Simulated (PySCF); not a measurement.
**Shapes and spin states of FeSCl**

All numbers come from PBE0/[Fe def2-SVP, S def2-SVP, Cl def2-SVP], no relativity, density fitting, PySCF.

Relaxations began from a few typed shapes and spin states; open shells are unrestricted. The search is not exhaustive: other isomers or separated fragments can lie lower, and high-lying points may rest on an excited occupation.

```
                                spin  group                        bonds          angles  imaginary modes (cm⁻¹)  ΔE (kJ/mol)  ΔE with ZPE (kJ/mol)
                              sextet    C∞v  Fe–Cl 2.165 Å, Fe–S 2.044 Å  Cl–Fe–S 180.0°                    none          0.0                   0.0
broken-symmetry Ms = 3/2 (⟨S²⟩ 4.63)    C∞v  Fe–Cl 2.154 Å, Fe–S 2.180 Å  Cl–Fe–S 180.0°                    none          8.9                   8.4
broken-symmetry Ms = 3/2 (⟨S²⟩ 4.63)    C∞v  Fe–Cl 2.155 Å, Fe–S 2.184 Å  Cl–Fe–S 180.0°                    none         10.0                   9.6
broken-symmetry Ms = 1/2 (⟨S²⟩ 2.53)     Cs  Fe–Cl 2.137 Å, Fe–S 2.085 Å  Cl–Fe–S 163.3°                    none        124.2                 123.2
```

The lowest minimum found is the sextet C∞v: Fe–Cl 2.165 Å, Fe–S 2.044 Å; Cl–Fe–S 180.0°.

Formally Fe is in oxidation state +3, d5, with 5 unpaired electrons (the high-spin count). The Mulliken spin on Fe is 4.01. The polar-tensor charge on Fe, 1.11, is far below the formal one.

For the lowest minimum: with open d or f shells other occupations or spin states may lie lower.

The electron or spin density has lower symmetry than the nuclear frame for the broken-symmetry Ms = 3/2 (⟨S²⟩ 4.63) C∞v at 8.9 kJ/mol, broken-symmetry Ms = 3/2 (⟨S²⟩ 4.63) C∞v at 10.0 kJ/mol.
